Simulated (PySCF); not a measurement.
C2H7ClOSi2, SMILES C=C([SiH3])[Si@H](O)Cl.

Coordinates come from a PBE0-D3(BJ)/def2-SVP optimisation. The structure was generated by enumeration; whether it is a known compound was not checked. The values are those of a single conformer.

Two levels are set side by side: PBE/def2-TZVP (PySCF) and ωB97X/def2-TZVP (PySCF). Same geometry, gas phase. Differences are taken from unrounded values.

```
quantity                      ωB97X
---------------------------  ------
orbital gap (eV)              11.60
highest occupied level (eV)  -10.70
lowest empty level (eV)        0.90
dipole moment (D)              2.21
mean polarisability (bohr³)    87.6
```

**Question.** What does PBE give, and how far is it from ωB97X? (Estimate from the structure and the level; the computed values follow.)

**Answer.** 
```json
[
 {"quantity": "orbital gap (eV)", "PBE": "4.81", "PBE minus ωB97X": "-6.79"},
 {"quantity": "highest occupied level (eV)", "PBE": "-7.06", "PBE minus ωB97X": "3.64"},
 {"quantity": "lowest empty level (eV)", "PBE": "-2.24", "PBE minus ωB97X": "-3.14"},
 {"quantity": "dipole moment (D)", "PBE": "2.06", "PBE minus ωB97X": "-0.15"},
 {"quantity": "mean polarisability (bohr³)", "PBE": "92.6", "PBE minus ωB97X": "4.9"}
]
```

Without exact exchange PBE keeps part of each electron's self-repulsion, which lifts occupied levels and narrows the gap. Loosely held outer electrons make PBE densities more polarisable. Differences between two approximate levels are no errors against the true value.

Rough cost on one machine, each run with all the roots and properties that it gave: ωB97X against PBE within a factor of 2.
